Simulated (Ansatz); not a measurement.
Harmonic vibrations of F₂HO₂V (`[O]=[V]([OH])([F])[F]`) by finite differences.

```yaml
crystal:
  periodic: [false, false, false]
  atoms:
    - {symbol: O, position_ang: [-1.305283, -0.128436, 0.919317]}
    - {symbol: V, position_ang: [-0.289987, 0.188498, -0.203702]}
    - {symbol: O, position_ang: [1.240702, -0.516722, 0.229173]}
    - {symbol: F, position_ang: [-0.853193, -0.493315, -1.682391]}
    - {symbol: F, position_ang: [-0.127965, 1.897397, -0.352035]}
    - {symbol: H, position_ang: [1.377825, -1.011422, 1.043437]}
basis:
  gaussian: {orbitals: def2-TZVP}
hamiltonian: {xc: pbe0, dispersion: d4}
phonons: {temperatures: {t_min: 298.15, t_max: 900, t_step: 200}}
```

```sh
$ ansatz run in.yaml --threads 4 --pin off --events-out ev --progress --plain
```

Output, abridged:

```
Functional definition: PBE0
mean field -35225.85100792 eV, -1294.5261476016 hartree, gradient 2.6e-5 eV, S^2 0.000000; 0 other end points of the search recorded, 0 dependent functions left out
mean field -35225.85089191 eV, -1294.5261433384 hartree, gradient 1.4e-6 eV, S^2 0.000000; 0 other end points of the search recorded, 0 dependent functions left out
mean field -35225.85094845 eV, -1294.5261454161 hartree, gradient 1.4e-6 eV, S^2 0.000000; 0 other end points of the search recorded, 0 dependent functions left out
mean field -35225.85098469 eV, -1294.5261467480 hartree, gradient 1.5e-6 eV, S^2 0.000000; 0 other end points of the search recorded, 0 dependent functions left out
mean field -35225.85099527 eV, -1294.5261471367 hartree, gradient 9.1e-7 eV, S^2 0.000000; 0 other end points of the search recorded, 0 dependent functions left out
mean field -35225.85093021 eV, -1294.5261447458 hartree, gradient 1.4e-6 eV, S^2 0.000000; 0 other end points of the search recorded, 0 dependent functions left out
mean field -35225.85087985 eV, -1294.5261428951 hartree, gradient 1.4e-6 eV, S^2 0.000000; 0 other end points of the search recorded, 0 dependent functions left out
mean field -35225.85082059 eV, -1294.5261407176 hartree, gradient 1.4e-6 eV, S^2 0.000000; 0 other end points of the search recorded, 0 dependent functions left out
mean field -35225.85081332 eV, -1294.5261404501 hartree, gradient 1.4e-6 eV, S^2 0.000000; 0 other end points of the search recorded, 0 dependent functions left out
mean field -35225.85085378 eV, -1294.5261419370 hartree, gradient 1.4e-6 eV, S^2 0.000000; 0 other end points of the search recorded, 0 dependent functions left out
mean field -35225.85083412 eV, -1294.5261412145 hartree, gradient 1.4e-6 eV, S^2 0.000000; 0 other end points of the search recorded, 0 dependent functions left out
mean field -35225.85078194 eV, -1294.5261392971 hartree, gradient 1.4e-6 eV, S^2 0.000000; 0 other end points of the search recorded, 0 dependent functions left out
mean field -35225.85082346 eV, -1294.5261408229 hartree, gradient 1.4e-6 eV, S^2 0.000000; 0 other end points of the search recorded, 0 dependent functions left out
mean field -35225.85096207 eV, -1294.5261459168 hartree, gradient 1.4e-6 eV, S^2 0.000000; 0 other end points of the search recorded, 0 dependent functions left out
mean field -35225.85089989 eV, -1294.5261436318 hartree, gradient 1.1e-6 eV, S^2 0.000000; 0 other end points of the search recorded, 0 dependent functions left out
mean field -35225.85093109 eV, -1294.5261447782 hartree, gradient 1.4e-6 eV, S^2 0.000000; 0 other end points of the search recorded, 0 dependent functions left out
mean field -35225.85095390 eV, -1294.5261456166 hartree, gradient 1.4e-6 eV, S^2 0.000000; 0 other end points of the search recorded, 0 dependent functions left out
mean field -35225.85088028 eV, -1294.5261429110 hartree, gradient 1.4e-6 eV, S^2 0.000000; 0 other end points of the search recorded, 0 dependent functions left out
mean field -35225.85087385 eV, -1294.5261426747 hartree, gradient 1.4e-6 eV, S^2 0.000000; 0 other end points of the search recorded, 0 dependent functions left out
mean field -35225.85098781 eV, -1294.5261468628 hartree, gradient 1.5e-6 eV, S^2 0.000000; 0 other end points of the search recorded, 0 dependent functions left out
mean field -35225.85099612 eV, -1294.5261471680 hartree, gradient 1.5e-6 eV, S^2 0.000000; 0 other end points of the search recorded, 0 dependent functions left out
mean field -35225.85098159 eV, -1294.5261466339 hartree, gradient 1.6e-6 eV, S^2 0.000000; 0 other end points of the search recorded, 0 dependent functions left out
mean field -35225.85099614 eV, -1294.5261471688 hartree, gradient 1.7e-6 eV, S^2 0.000000; 0 other end points of the search recorded, 0 dependent functions left out
mean field -35225.85092722 eV, -1294.5261446362 hartree, gradient 1.2e-6 eV, S^2 0.000000; 0 other end points of the search recorded, 0 dependent functions left out
mean field -35225.85094461 eV, -1294.5261452751 hartree, gradient 9.0e-7 eV, S^2 0.000000; 0 other end points of the search recorded, 0 dependent functions left out
mean field -35225.85100262 eV, -1294.5261474069 hartree, gradient 1.5e-6 eV, S^2 0.000000; 0 other end points of the search recorded, 0 dependent functions left out
mean field -35225.85099951 eV, -1294.5261472925 hartree, gradient 1.9e-6 eV, S^2 0.000000; 0 other end points of the search recorded, 0 dependent functions left out
mean field -35225.85092630 eV, -1294.5261446022 hartree, gradient 1.4e-6 eV, S^2 0.000000; 0 other end points of the search recorded, 0 dependent functions left out
mean field -35225.85090214 eV, -1294.5261437143 hartree, gradient 1.5e-6 eV, S^2 0.000000; 0 other end points of the search recorded, 0 dependent functions left out
mean field -35225.85100356 eV, -1294.5261474413 hartree, gradient 1.7e-6 eV, S^2 0.000000; 0 other end points of the search recorded, 0 dependent functions left out
mean field -35225.85099936 eV, -1294.5261472871 hartree, gradient 1.7e-6 eV, S^2 0.000000; 0 other end points of the search recorded, 0 dependent functions left out
mean field -35225.85099547 eV, -1294.5261471443 hartree, gradient 2.0e-6 eV, S^2 0.000000; 0 other end points of the search recorded, 0 dependent functions left out
mean field -35225.85100323 eV, -1294.5261474295 hartree, gradient 2.1e-6 eV, S^2 0.000000; 0 other end points of the search recorded, 0 dependent functions left out
mean field -35225.85096491 eV, -1294.5261460211 hartree, gradient 1.2e-6 eV, S^2 0.000000; 0 other end points of the search recorded, 0 dependent functions left out
mean field -35225.85096087 eV, -1294.5261458727 hartree, gradient 2.7e-6 eV, S^2 0.000000; 0 other end points of the search recorded, 0 dependent functions left out
mean field -35225.85089019 eV, -1294.5261432753 hartree, gradient 1.4e-6 eV, S^2 0.000000; 0 other end points of the search recorded, 0 dependent functions left out
mean field -35225.85089231 eV, -1294.5261433531 hartree, gradient 1.4e-6 eV, S^2 0.000000; 0 other end points of the search recorded, 0 dependent functions left out
Total energy: -35225.94340976 eV, -1294.5295433068 hartree
Atom 0 at    -1.305283    -0.128436     0.919317 Å, force    -0.001920     0.000193     0.000719 eV/Å
Atom 1 at    -0.289987     0.188498    -0.203702 Å, force    -0.001823     0.003194    -0.004805 eV/Å
Atom 2 at     1.240702    -0.516722     0.229173 Å, force     0.001759    -0.001273     0.001347 eV/Å
Atom 3 at    -0.853193    -0.493315    -1.682391 Å, force     0.001330    -0.000251     0.003049 eV/Å
Atom 4 at    -0.127965     1.897397    -0.352035 Å, force     0.000529    -0.002872     0.001584 eV/Å
Atom 5 at     1.377825    -1.011422     1.043437 Å, force     0.000124     0.001009    -0.001893 eV/Å
Dipole moment:     0.293657    -0.265723     0.317441 e Å
Vibrations: 211.19 222.99 264.24 293.85 310.60 442.94 669.14 744.87 812.61 839.92 1162.55 3871.57 cm⁻¹, zero-point energy 0.610404 eV
```

Run time 100 s (4 threads of a server CPU on a shared host); peak host memory 0.44 GiB.
